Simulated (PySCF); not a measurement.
Input file for PySCF: R-M06-2X/def2-TZVPP on HF (SMILES F).

```python
from pyscf import gto, dft

mol = gto.M(
    atom='''
    F    -0.00000000    0.00000000    0.46235791
    H     0.00000000   -0.00000000   -0.46235791
    ''',
    basis='def2-tzvpp',
    charge=0, spin=0, verbose=4, max_memory=1800)
mf = dft.RKS(mol, xc='m062x').density_fit(auxbasis='def2-universal-jkfit')
mf.grids.level = 4
mf.conv_tol = 1e-9
mf.max_cycle = 150
mf.kernel()
mf.dip_moment()
```

Program output:

```
PySCF version 2.14.0

[INPUT] verbose = 4
[INPUT] num. atoms = 2
[INPUT] num. electrons = 10
[INPUT] charge = 0
[INPUT] spin (= nelec alpha-beta = 2S) = 0
[INPUT] symmetry False subgroup None
[INPUT] Mole.unit = angstrom
[INPUT] Symbol           X                Y                Z      unit          X                Y                Z       unit  Magmom
[INPUT]  1 F      0.000000000000   0.000000000000   0.462357910000 AA    0.000000000000   0.000000000000   0.873729821426 Bohr   0.0
[INPUT]  2 H      0.000000000000   0.000000000000  -0.462357910000 AA    0.000000000000   0.000000000000  -0.873729821426 Bohr   0.0

nuclear repulsion = 5.15033353520436
number of shells = 17
number of NR pGTOs = 62
number of NR cGTOs = 45
basis = def2-tzvpp
ecp = {}


******** <class 'pyscf.df.df_jk.DFRKS'> ********
method = DFRKS
initial guess = minao
damping factor = 0
level_shift factor = 0
DIIS = <class 'pyscf.scf.diis.CDIIS'>
diis_start_cycle = 1
diis_space = 8
diis_damp = 0
SCF conv_tol = 1e-09
SCF conv_tol_grad = None
SCF max_cycles = 150
direct_scf = False
XC library pyscf.dft.libxc version 7.1.2
    S. Lehtola, C. Steigemann, M. J. T. Oliveira, and M. A. L. Marques,  SoftwareX 7, 1–5 (2018)
XC functionals = m062x
    Y. Zhao and D. G. Truhlar,  Theor. Chem. Acc. 120, 215 (2008)
    Y. Zhao and D. G. Truhlar,  Theor. Chem. Acc. 120, 215 (2008)
radial grids:
    Treutler-Ahlrichs [JCP 102, 346 (1995); DOI:10.1063/1.469408] (M4) radial grids

becke partition: Becke, JCP 88, 2547 (1988); DOI:10.1063/1.454033
pruning grids: <function nwchem_prune>
grids dens level: 4
symmetrized grids: False
atomic radii adjust function: <function treutler_atomic_radii_adjust>
small_rho_cutoff = 0
Set gradient conv threshold to 3.16228e-05
Initial guess from minao.
tot grids = 44544
******** <class 'pyscf.df.df.DF'> ********
auxbasis = def2-universal-jkfit
init E= -100.33462605808
  HOMO = -0.569065219275196  LUMO = 0.0284184980605957  gap/eV = 16.25836
cycle= 1 E= -100.421001669945  delta_E= -0.0864  |g|= 0.433  |ddm|= 0.749
  HOMO = -0.416865828652918  LUMO = 0.0482571159001637  gap/eV = 12.65664
cycle= 2 E= -100.422927927829  delta_E= -0.00193  |g|= 0.478  |ddm|= 0.402
  HOMO = -0.513939731218081  LUMO = 0.044328216687795  gap/eV = 15.19124
cycle= 3 E= -100.453085521996  delta_E= -0.0302  |g|= 0.0226  |ddm|= 0.173
  HOMO = -0.512121170427401  LUMO = 0.0488495687237034  gap/eV = 15.26479
cycle= 4 E= -100.453151566495  delta_E= -6.6e-05  |g|= 0.00405  |ddm|= 0.00836
  HOMO = -0.513265095335399  LUMO = 0.0490818631636714  gap/eV = 15.30224
cycle= 5 E= -100.453154551985  delta_E= -2.99e-06  |g|= 0.000436  |ddm|= 0.0027
  HOMO = -0.513225999258076  LUMO = 0.0491189845387296  gap/eV = 15.30219
cycle= 6 E= -100.45315463652  delta_E= -8.45e-08  |g|= 5.24e-05  |ddm|= 0.000485
  HOMO = -0.513230202003544  LUMO = 0.0491232335960845  gap/eV = 15.30242
cycle= 7 E= -100.45315463802  delta_E= -1.5e-09  |g|= 3.03e-06  |ddm|= 6.7e-05
  HOMO = -0.513231459794258  LUMO = 0.0491233310395316  gap/eV = 15.30245
cycle= 8 E= -100.453154638024  delta_E= -4.08e-12  |g|= 2.61e-07  |ddm|= 7.28e-06
  HOMO = -0.513231421306381  LUMO = 0.0491233881560902  gap/eV = 15.30245
Extra cycle  E= -100.453154638024  delta_E= -1.42e-14  |g|= 6.93e-08  |ddm|= 4.9e-07
converged SCF energy = -100.453154638024
Dipole moment(X, Y, Z, Debye): -0.00000,  0.00000, -1.88837
```

The calculation finished and met its thresholds.

Cost: very roughly 11 core-seconds.
